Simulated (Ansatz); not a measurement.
The input (input.yaml):

```yaml
crystal:
  periodic: [false, false, false]
  atoms:
    - { symbol: F, position_ang: [1.470691, -0.311678, -1.60851] }
    - { symbol: C, position_ang: [0.851168, 0.414568, -0.617328] }
    - { symbol: C, position_ang: [-0.436293, -0.221783, -0.199285] }
    - { symbol: B, position_ang: [-0.990658, -0.185759, 1.23685] }
    - { symbol: S, position_ang: [-0.323873, -1.757283, 0.892542] }
    - { symbol: H, position_ang: [0.636082, 1.422681, -1.013623] }
    - { symbol: H, position_ang: [1.545675, 0.509063, 0.232139] }
    - { symbol: H, position_ang: [-1.135856, -0.360463, -1.03443] }
    - { symbol: H, position_ang: [-1.528337, 0.444354, 2.094544] }
basis:
  gaussian: { orbitals: def2-SVP }
hamiltonian:
  xc: r2scanh
  dispersion: d4
neb:
  order_check: false
  images: 4
  f_tol: 0.05
  max_iterations: 60
  climbing: false
  final_atoms:
    - { symbol: F, position_ang: [0.48617208, 1.29588282, -1.50998878] }
    - { symbol: C, position_ang: [0.89595255, 0.32885735, -0.61888438] }
    - { symbol: C, position_ang: [-0.31232723, -0.43909909, -0.14418068] }
    - { symbol: B, position_ang: [-1.14411979, -0.0169173, 1.07574839] }
    - { symbol: S, position_ang: [-0.11395099, -1.37252991, 1.47457405] }
    - { symbol: H, position_ang: [1.40634939, 0.81185794, 0.22939586] }
    - { symbol: H, position_ang: [1.61422169, -0.32891745, -1.13456621] }
    - { symbol: H, position_ang: [-0.78366222, -1.03952217, -0.93269624] }
    - { symbol: H, position_ang: [-1.96003647, 0.71408781, 1.54349699] }
  initial_path:
    images:
      - { positions_ang: [[1.470691, -0.311678, -1.60851], [0.851168, 0.414568, -0.617328], [-0.436293, -0.221783, -0.199285], [-0.990658, -0.185759, 1.23685], [-0.323873, -1.757283, 0.892542], [0.636082, 1.422681, -1.013623], [1.545675, 0.509063, 0.232139], [-1.135856, -0.360463, -1.03443], [-1.528337, 0.444354, 2.094544]] }
      - { positions_ang: [[1.23540942, -0.01343861, -1.75522827], [0.86014986, 0.38046506, -0.59735038], [-0.4116433, -0.31616514, -0.1637261], [-0.97893749, -0.04850711, 1.21823239], [-0.19017764, -1.6844673, 1.00291502], [0.72274857, 1.39423216, -0.64510799], [1.67080284, 0.23914352, 0.02424197], [-1.08323793, -0.5398474, -0.97143864], [-1.73651533, 0.54228484, 1.87036101]] }
      - { positions_ang: [[1.00012784, 0.28480077, -1.90194655], [0.86913172, 0.34636212, -0.57737276], [-0.3869936, -0.41054729, -0.12816719], [-0.96721698, 0.08874478, 1.19961477], [-0.05648228, -1.61165161, 1.11328803], [0.80941514, 1.36578331, -0.27659299], [1.79593068, -0.03077597, -0.18365505], [-1.03061986, -0.7192318, -0.90844729], [-1.94469366, 0.64021568, 1.64617802]] }
      - { positions_ang: [[0.80322406, 0.60631294, -1.88224231], [0.87808863, 0.32921999, -0.57768403], [-0.36220045, -0.4540105, -0.11714633], [-0.99790934, 0.12251312, 1.16739445], [-0.01449788, -1.53470099, 1.22969444], [0.96346862, 1.2436187, -0.02798922], [1.80964002, -0.19837206, -0.45699609], [-0.96018111, -0.85504363, -0.88810053], [-2.03103355, 0.69416244, 1.53596862]] }
      - { positions_ang: [[0.64469807, 0.95109788, -1.69611554], [0.88702059, 0.32903867, -0.5982842], [-0.33726384, -0.44655479, -0.1306635], [-1.07101457, 0.05279791, 1.12157142], [-0.06422444, -1.45361545, 1.35213425], [1.184909, 1.02773832, 0.10070332], [1.71193086, -0.26364475, -0.79578115], [-0.87192166, -0.9472829, -0.91039839], [-1.99553501, 0.70412512, 1.5397328]] }
      - { positions_ang: [[0.48617208, 1.29588282, -1.50998878], [0.89595255, 0.32885735, -0.61888438], [-0.31232723, -0.43909909, -0.14418068], [-1.14411979, -0.0169173, 1.07574839], [-0.11395099, -1.37252991, 1.47457405], [1.40634939, 0.81185794, 0.22939586], [1.61422169, -0.32891745, -1.13456621], [-0.78366222, -1.03952217, -0.93269624], [-1.96003647, 0.71408781, 1.54349699]] }
```

Launched with:

```bash
$ ansatz run input.yaml --threads 2 --pin off --max-ram 3072MiB --backend cpu --events-out ev --progress --plain --runs-dir out
```

Hardware: 2 threads of Arm Neoverse V1 (shared host).

Q: Roughly how long does this run take, and how much memory?

A: 92 s, with a peak of 0.21 GiB, for 6 band iterations.
